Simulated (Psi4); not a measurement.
CF₃, charge -1, singlet, at a GFN2-xTB geometry (a gas-phase anion, which may not be bound at this level), with bond 4-1 at 1.6 times its length; TPSS/def2-TZVP run with Psi4 1.11.

Input for Psi4:
```
memory 2 GB

molecule {
-1 1
C     0.01018319   -0.00657116    0.53245374
F    -0.01807559    1.27792011   -0.10226750
F     1.11097537   -0.62281319   -0.14731810
F    -1.76561164   -1.03721913   -0.48808594
}

set {
  basis def2-tzvp
  d_convergence 1e-8
}

energy('tpss')
print_variables()
```

Output, abridged:

```
   => Loading Basis Set <=

    Name: DEF2-TZVP
    Role: ORBITAL
    Keyword: BASIS

         ---------------------------------------------------------
                                   SCF
               by Justin Turney, Rob Parrish, Andy Simmonett
                          and Daniel G. A. Smith
                              RKS Reference
         ---------------------------------------------------------

  ==> Geometry <==

    Molecular point group: c1
    Full point group: C1

    Geometry (in Angstrom), charge = -1, multiplicity = 1:

       Center              X                  Y                   Z               Mass
    ------------   -----------------  -----------------  -----------------  -----------------
         C            0.193648867437     0.099789495956     0.642970636682    12.000000000000
         F            0.165390087437     1.384280765956     0.008249396682    18.998403162730
         F            1.294441047437    -0.516452534044    -0.036801203318    18.998403162730
         F           -1.582145962563    -0.930858474044    -0.377569043318    18.998403162730

  Running in c1 symmetry.

  Rotational constants: A =      0.32582  B =      0.16915  C =      0.11971 [cm^-1]
  Rotational constants: A =   9767.77658  B =   5070.87561  C =   3588.88768 [MHz]
  Nuclear repulsion =  101.024732845061578

  Charge       = -1
  Multiplicity = 1
  Electrons    = 34
  Nalpha       = 17
  Nbeta        = 17

  ==> Algorithm <==

  SCF Algorithm Type is DF.
  DIIS enabled.
  MOM disabled.
  Fractional occupation disabled.
  Guess Type is SAD.
  Energy threshold   = 1.00e-06
  Density threshold  = 1.00e-08
  Integral threshold = 1.00e-12

  ==> Primary Basis <==

  Basis Set: DEF2-TZVP
    Blend: DEF2-TZVP
    Number of shells: 44
    Number of basis functions: 124
    Number of Cartesian functions: 144
    Spherical Harmonics?: true
    Max angular momentum: 3

  ==> DFT Potential <==

   => LibXC <=

    Version 7.1.2
    S. Lehtola, C. Steigemann, M. J. T. Oliveira, and M. A. L. Marques,  SoftwareX 7, 1–5 (2018) (10.1016/j.softx.2017.11.002)

   => Composite Functional: TPSS <=

    TPSS Meta-GGA XC Functional

    J. Tao, et al., Phys. Rev. Lett., 91, 146401, 2003

    Deriv               =              1
    GGA                 =           TRUE
    Meta                =           TRUE

    Exchange Hybrid     =          FALSE
    MP2 Hybrid          =          FALSE

   => Exchange Functionals <=

    1.0000   XC_MGGA_X_TPSS

   => Correlation Functionals <=

    1.0000   XC_MGGA_C_TPSS

   => LibXC Density Thresholds  <==

    XC_MGGA_C_TPSS:  1.00E-15
    XC_MGGA_X_TPSS:  1.00E-15

   => Molecular Quadrature <=

    Radial Scheme          =       TREUTLER
    Pruning Scheme         =           NONE
    Nuclear Scheme         =       TREUTLER

    Blocking Scheme        =         OCTREE
    BS radius alpha        =              1
    Pruning alpha          =              1
    Radial Points          =             75
    Spherical Points       =            302
    Total Points           =          88476
    Total Blocks           =            723
    Max Points             =            256
    Max Functions          =            119
    Weights Tolerance      =       1.00E-15

   => Loading Basis Set <=

    Name: (DEF2-TZVP AUX)
    Role: JKFIT
    Keyword: DF_BASIS_SCF

  ==> Integral Setup <==

  SCF_SUBTYPE=INCORE selected. In-core MEM_DF algorithm will be used.
  Using in-core AOs.

  ==> MemDFJK: Density-Fitted J/K Matrices <==

    J tasked:                   Yes
    K tasked:                    No
    wK tasked:                   No
    Algorithm:                 Core
    Schwarz Cutoff:           1E-12
    Mask sparsity (%):       5.7752
    Fitting Condition:        1E-10

   => Auxiliary Basis Set <=

  Basis Set: (DEF2-TZVP AUX)
    Blend: DEF2-UNIVERSAL-JKFIT
    Number of shells: 100
    Number of basis functions: 306
    Number of Cartesian functions: 368
    Spherical Harmonics?: true
    Max angular momentum: 4

  Minimum eigenvalue in the overlap matrix is 4.1430023857E-03.
  Reciprocal condition number of the overlap matrix is 8.6522925520E-04.
    Using symmetric orthogonalization.

  ==> Pre-Iterations <==

  SCF Guess: Superposition of Atomic Densities via on-the-fly atomic UHF (no occupation information).

   -------------------------
    Irrep   Nso     Nmo
   -------------------------
     A        124     124
   -------------------------
    Total     124     124
   -------------------------

  ==> Iterations <==

                           Total Energy        Delta E     RMS |[F,P]|

   @DF-RKS iter SAD:  -336.88015495781940   -3.36880e+02   0.00000e+00
   @DF-RKS iter   1:  -337.53848329096218   -6.58328e-01   6.20421e-03 ADIIS/DIIS
   @DF-RKS iter   2:  -328.30336972633830    9.23511e+00   2.86164e-02 ADIIS/DIIS
   @DF-RKS iter   3:  -337.62256111098094   -9.31919e+00   5.46118e-03 ADIIS/DIIS
   @DF-RKS iter   4:  -337.63901504877441   -1.64539e-02   4.10000e-03 ADIIS/DIIS
   @DF-RKS iter   5:  -337.73874970431808   -9.97347e-02   1.33750e-03 ADIIS/DIIS
   @DF-RKS iter   6:  -337.75105034435330   -1.23006e-02   9.45387e-05 DIIS
   @DF-RKS iter   7:  -337.75108570187842   -3.53575e-05   7.18475e-05 DIIS
   @DF-RKS iter   8:  -337.75112065939618   -3.49575e-05   7.80421e-06 DIIS
   @DF-RKS iter   9:  -337.75112123303461   -5.73638e-07   1.33179e-06 DIIS
   @DF-RKS iter  10:  -337.75112125047355   -1.74389e-08   2.44052e-07 DIIS
   @DF-RKS iter  11:  -337.75112125084985   -3.76303e-10   1.07329e-07 DIIS
   @DF-RKS iter  12:  -337.75112125093221   -8.23661e-11   6.94541e-09 DIIS
  Energy and wave function converged.

  ==> Post-Iterations <==

   Electrons on quadrature grid:
      Ntotal   =   33.9999817565 ; deviation = -1.824e-05

    Orbital Energies [Eh]
    ---------------------

    Doubly Occupied:

[...]
    Virtual:

[...]
    Final Occupation by Irrep:
              A
    DOCC [    17 ]
    NA   [    17 ]
    NB   [    17 ]

  @DF-RKS Final Energy:  -337.75112125093221

   => Energetics <=

    Nuclear Repulsion Energy =            101.0247328450615782
    One-Electron Energy =                -679.0734793264678046
    Two-Electron Energy =                 277.1772930100053713
    DFT Exchange-Correlation Energy =     -36.8796677795313883
    Empirical Dispersion Energy =           0.0000000000000000
    VV10 Nonlocal Energy =                  0.0000000000000000
    Total Energy =                       -337.7511212509322149

Computation Completed

Properties will be evaluated at   0.000000,   0.000000,   0.000000 [a0]

Properties computed using the SCF density matrix

 Multipole Moments:

 ------------------------------------------------------------------------------------
     Multipole            Electronic (a.u.)      Nuclear  (a.u.)        Total (a.u.)
 ------------------------------------------------------------------------------------

 L = 1.  Multiply by 2.5417464519 to convert [e a0] to [Debye]
 Dipole X            :          1.3476272            0.1153862            1.4630134
 Dipole Y            :          0.8076239            0.0594598            0.8670838
 Dipole Z            :         -0.3005052            0.3831158            0.0826107
 Magnitude           :                                                    1.7026647

 ------------------------------------------------------------------------------------

  Variable Map:
  ----------------------------------------------------------------------------
[...]
  Array Variable Map:
  ----------------------------------------------------------------------------
[...]
[...]
```
